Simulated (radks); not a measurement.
Task: Ti4+, 18 electrons, occupied as [He] 2s2 2p5.75 3s2 3p6 4f0.25 (fractional occupations, a model configuration). Method: scalar-relativistic Kohn-Sham, PBE, spin-unpolarised, spherical densities, point nucleus; computed with a radial shooting solver on a logarithmic mesh with Libxc functionals. Some entries of the table are withheld. Estimate them.

orbital  occ.  eigenvalue (eV)  <r^2> (bohr^2)
1s          2        -4941.557        0.006512
2s          2        -604.7553          0.1237
2p       5.75              (1)          0.1024
3s          2        -118.4035           1.062
3p          6         -93.7315             (2)
3d          0              (3)             (4)
4s          0         -39.1367           6.295
4f       0.25         -17.0513             (5)

Result: 
(1) 2p eigenvalue (eV): -512.9767
(2) 3p <r^2> (bohr^2): 1.185
(3) 3d eigenvalue (eV): -56.1293
(4) 3d <r^2> (bohr^2): 1.486
(5) 4f <r^2> (bohr^2): 15.09
